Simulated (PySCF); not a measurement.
Simulated absorption spectrum

C3H9ClOSi2.
Geometry (GFN2-xTB, Å), atoms numbered from 1 in this order:
```xyz
16
C3H9ClOSi2 angstrom
C     -1.6178   -1.4520    0.4366
Si    -0.7648    0.0708   -0.3308
C     -2.0028    1.5254   -0.1002
O     -1.7492    2.4699    0.6073
Si     1.1525    0.7739    0.7759
C      2.6450   -0.1734    0.0218
Cl     2.2847   -1.9224    0.0325
H     -1.8668   -1.2827    1.4816
H     -0.9633   -2.3174    0.3911
H     -2.5377   -1.7045   -0.0851
H     -0.6923   -0.1459   -1.7893
H     -2.9871    1.4896   -0.6136
H      1.5142    2.1907    0.6442
H      1.1713    0.4386    2.2067
H      2.8447    0.0927   -1.0135
H      3.5617   -0.0441    0.5907
```

Computed with TDDFT CAM-B3LYP/def2-SVPD, vertical, gas phase, core orbitals frozen in the response in PySCF 2.14.0, density-fitted response routines.

Broadening: Gaussians 0.3 eV wide at half height, area fixed by f = 4.319×10⁻⁹ ∫ε dν̃. The width is an assumption, not a result. The curve ends short of the highest state used, and states not computed would add to its high-energy end.

E (eV), ε (L mol⁻¹ cm⁻¹) and a bar:
```
     2.79          0 
     2.92          2 
     3.05         15 
     3.18         41 #
     3.31         40 #
     3.44         14 
     3.57          2 
     3.70          0 
     3.83          0 
     3.96          0 
     4.09          0 
     4.22          0 
     4.35          0 
     4.47          0 
     4.60          0 
     4.73          0 
     4.86          0 
     4.99          0 
     5.12          0 
     5.25          0 
     5.38          0 
     5.51          0 
     5.64         12 
     5.77        148 ##
     5.90        661 ########
     6.03       1121 ##############
     6.16       1249 ################
     6.29       2076 ##########################
     6.42       2384 ##############################
     6.54       1695 #####################
```

Question: Where are the band maxima, and which computed states make them?

Answer: 382 nm (3.24 eV), ε about 46, made up of S1 (100%); 194 nm (6.38 eV), ε about 2500, made up of S3 (53%) and S4 (45%) (ε in L mol⁻¹ cm⁻¹; maxima over ε = 5, shares over 10%). The states used: S1 3.24 eV (f 0.0005); S2 6.02 eV (f 0.011); S3 6.33 eV (f 0.016); S4 6.44 eV (f 0.013); S5 6.75 eV (f 0.019); S6 6.95 eV (f 0.012); S7 7.07 eV (f 0.0061); S8 7.14 eV (f 0.014).

Question: Coming from long wavelengths, where does ε first pass 100 L mol⁻¹ cm⁻¹?

Answer: At about 216 nm (5.75 eV), 2.50 eV above S1.

Question: What would ε be at 6.38 eV, the highest of these maxima, with half the width (0.15 eV)?

Answer: About 3790 L mol⁻¹ cm⁻¹ against 2460, a factor of about 1.5; a lone state at its own centre would give exactly 2.

Question: Does any computed singlet lie in the visible range?

Answer: S1 lies in the visible range (380 to 750 nm), at 382 nm, f = 0.0005; light of that wavelength is violet, and its complementary colour is yellow-green; a Tamm–Dancoff triplet lies at 484 nm, without intensity as long as spin–orbit coupling is left out.

Time: 1.8 min of wall time; peak memory 0.99 GiB. Hardware: Arm Neoverse N1, one thread, no GPU, shared host with 64 logical CPUs at a one-minute load of 58.

One conformer stands for the species.
